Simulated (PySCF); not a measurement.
Species: C7H11O (doublet state).
Atom-mapped SMILES: `[CH3:1][C@H:2]1[CH:3][CH2:4][CH2:5][CH2:6][C:7]1=[O:8]` (hydrogens: H9, H10, H11 on C1; H12 on C2; H13 on C3; H14, H15 on C4; H16, H17 on C5; H18, H19 on C6)

Cartesian coordinates in Å at the GFN2-xTB level; atoms count from 1:
```
atom  x, y, z in Å
C1    -2.5174    0.1050    0.2814
C2    -1.0987   -0.1791   -0.1705
C3    -0.2462    0.9876   -0.4342
C4     1.0529    0.7738   -1.1143
C5     1.9791    0.0037   -0.1469
C6     1.1696   -1.1231    0.4950
C7    -0.1380   -0.5241    0.9806
O8    -0.3812   -0.2642    2.1419
H9    -3.0115   -0.8194    0.5707
H10   -2.5067    0.7699    1.1409
H11   -3.0816    0.5710   -0.5234
H12   -1.0566   -0.9319   -0.9595
H13   -0.4515    1.9143    0.0731
H14    0.9118    0.1667   -2.0142
H15    1.5122    1.7200   -1.3996
H16    2.8509   -0.3867   -0.6748
H17    2.3236    0.6837    0.6342
H18    0.9762   -1.9123   -0.2344
H19    1.7033   -1.5457    1.3464
```

The hyperfine couplings belong to this conformer and change with its torsions.

Method: UKS B3LYP, pcH-1 on C H O, non-relativistic, mean-field spin-orbit, GIAO in PySCF. Geometry: GFN2-xTB, one conformer, isolated molecule. Couplings are sensitive to structure, and on GFN2-xTB geometries they can be far from those on DFT ones. The SCF solution wasn't tested for stability.

Principal values of hyperfine tensors in MHz (contact and dipolar terms together), for some of the nuclei:

| atom | isotope | A1 | A2 | A3 |
| --- | --- | --- | --- | --- |
| C5 | 13C | 77.72 | 77.83 | 92.16 |
| C3 | 13C | 9.26 | 10.33 | 211.34 |
| H13 | 1H | -86.63 | -53.19 | -22.34 |
| H14 | 1H | 43.94 | 44.40 | 55.56 |
| H12 | 1H | 42.39 | 42.96 | 52.62 |
| C7 | 13C | 19.97 | 32.46 | 53.95 |
| H16 | 1H | 19.88 | 21.19 | 27.31 |
| C2 | 13C | -21.48 | -18.94 | -10.30 |

Task: Give the isotropic coupling of each nucleus in MHz and in mT (g = 2.0037), and the anisotropic part.

Result: a_iso is a third of the trace, T = A − a_iso, and a(mT) = a(MHz)/(g × 13.996).

| atom | a_iso (MHz) | a_iso (mT) | T1 | T2 | T3 |
| --- | --- | --- | --- | --- | --- |
| C5 | 82.57 | 2.944 | -4.85 | -4.74 | 9.59 |
| C3 | 76.98 | 2.745 | -67.72 | -66.65 | 134.37 |
| H13 | -54.05 | -1.927 | -32.58 | 0.87 | 31.71 |
| H14 | 47.96 | 1.710 | -4.03 | -3.56 | 7.59 |
| H12 | 45.99 | 1.640 | -3.60 | -3.03 | 6.63 |
| C7 | 35.46 | 1.264 | -15.49 | -3.00 | 18.49 |
| H16 | 22.79 | 0.813 | -2.92 | -1.60 | 4.52 |
| C2 | -16.91 | -0.603 | -4.57 | -2.03 | 6.61 |

Task: What spin density at the nucleus of C5 lies behind its contact coupling (g_N = 1.40482)?

Result: a_FC = 800.24 MHz bohr³ × g_N × ρ(0)/(2S). With a_FC = 82.57 MHz and 2S = 1, ρ(0) = 0.07345 bohr⁻³.

Task: C4 (13C, g_N = 1.40482) isn't in the table. Its spin density at the nucleus is -0.0224 bohr⁻³. What is its contact coupling?

Result: By the same relation, a_FC = -25.2 MHz. Its full tensor has the principal values -27.26, -24.63, -23.66 MHz.

Task: Name the largest traceless tensor T of the table and describe it.

Result: C3: -67.7, -66.6, 134.4 MHz, axial, in the ratio −1:−1:+2, the form that spin in one p orbital centred on that nucleus gives.

Task: In a single crystal, with the field along each principal axis of the tensor of C5 in turn, what first-order splitting does this nucleus give (isotropic g, quadrupole terms neglected)?

Result: 2 lines (I = 1/2), spaced by |A_i|/(g × 13.996): 2.77, 2.78, 3.29 mT along the axes of A1, A2 and A3.

On an Arm Neoverse V1 with one thread, no GPU, on a shared host, this took 96 s (with the writing of density and orbital grids) and 0.97 GiB of memory at its peak.
